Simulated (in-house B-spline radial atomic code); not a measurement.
Configurations of the tellurium ion Te⁶⁺, with energies counted from [Kr] 4d10. Level of theory: Dirac-Hartree-Fock, average of configuration, Fermi nucleus of rms radius 4.7423 fm; calculated with a radial B-spline atomic code at the basis-set limit. Energies include first-order Breit, QED and recoil terms.

Occupations are held fixed; configurations that lie above the ionisation limit could autoionise.

| configuration | E - E(ref) (eV) | highest orbital | its <r> (bohr) |
| --- | --- | --- | --- |
| [Kr] (4d3/2)4 (4d5/2)5 (5g9/2)1 | 95.976 | 5g9/2 | 3.892 |
| [Kr] (4d3/2)4 (4d5/2)5 (7f7/2)1 | 106.99 | 7f7/2 | 8.164 |
| [Kr] (4d3/2)4 (4d5/2)5 (8f7/2)1 | 110.89 | 8f7/2 | 11.17 |
| [Ar] 3d10 4s2 (4p1/2)1 (4p3/2)4 4d10 (6g7/2)1 | 195.4 | 6g7/2 | 6.221 |
| [Ar] (3d3/2)4 (3d5/2)5 4s2 4p6 4d10 (4f7/2)1 | 605.95 | 4f7/2 | 1.505 |
| [Ar] (3d3/2)4 (3d5/2)5 4s2 4p6 4d10 (7f5/2)1 | 643.24 | 7f5/2 | 8.065 |
| [Ar] (3d3/2)3 (3d5/2)6 4s2 4p6 4d10 (6g7/2)1 | 650.97 | 6g7/2 | 6.225 |

**Question.** Order these further configurations by energy, lowest first.
A. [Kr] (4d3/2)4 (4d5/2)5 6s1
B. [Kr] (4d3/2)3 (4d5/2)6 (6p1/2)1
C. [Ar] 3d10 4s2 (4p1/2)1 (4p3/2)4 4d10 (5g7/2)1
D. [Ar] (3d3/2)3 (3d5/2)6 4s2 4p6 4d10 8s1
E. [Kr] (4d3/2)3 (4d5/2)6 (6g9/2)1

**Answer.** A (77.987 eV), B (84.508 eV), E (105.63 eV), C (187.25 eV), D (650.22 eV).

**Question.** How far above the reference does [Ar] 3d10 4s2 (4p1/2)1 (4p3/2)4 4d10 (6d5/2)1 lie?

**Answer.** 182.83 eV; its least bound orbital is 6d5/2 with <r> = 4.234 bohr.

**Question.** How far above the reference does [Ar] (3d3/2)3 (3d5/2)6 4s2 4p6 4d10 (5g7/2)1 lie?

**Answer.** 642.82 eV; its least bound orbital is 5g7/2 with <r> = 3.892 bohr.

**Question.** How far above the reference does [Ar] (3d3/2)3 (3d5/2)6 4s2 4p6 4d10 (7p3/2)1 lie?

**Answer.** 644.26 eV; its least bound orbital is 7p3/2 with <r> = 5.558 bohr.
